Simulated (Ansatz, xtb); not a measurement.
Breaking the Zn1–I3 bond in FIZn (SMILES [F][Zn][I]) (multiplicity 1 held, fragments rigid). Energies count from the point at 2.411 Å.
Geometry at that point (charge 0, multiplicity 1):
| atom | x (Å) | y (Å) | z (Å) |
|---|---|---|---|
| Zn | 0.0000 | 0.0000 | -1.2169 |
| F | 0.0000 | 0.0000 | -2.9743 |
| I | 0.0000 | 0.0000 | 1.1939 |

R- and RO- levels are restricted; in cc, def2 and unpolarised 6-31G sets they are followed outwards from rest. Curves can end on different states.

Cores are frozen in the correlated methods. Filled d and f shells under p-block atoms count as core.

The values were computed with Ansatz (a first-principles code) with Gaussian orbitals; xtb for the GFN methods. Values without a source in brackets are computed. In def2 rows elements past Kr take small-core potentials, without spin–orbit coupling. The GFN methods have no spin term and hold the electronic entropy of 300 K.

Q: One of these levels gives 77.30 kcal/mol for the energy at R = 7.715 Å. Which?
A) GFN2-xTB
B) R-SCS-MP2/def2-SVP
C) R-MP2/def2-SVP

A: B, R-SCS-MP2/def2-SVP. The others give 65.06 (GFN2-xTB), 88.28 (R-MP2/def2-SVP)

Doubts at one or more of the structures used: a restricted determinant that unrestricted orbitals would lower (R-MP2/def2-SVP, R-SCS-MP2/def2-SVP).
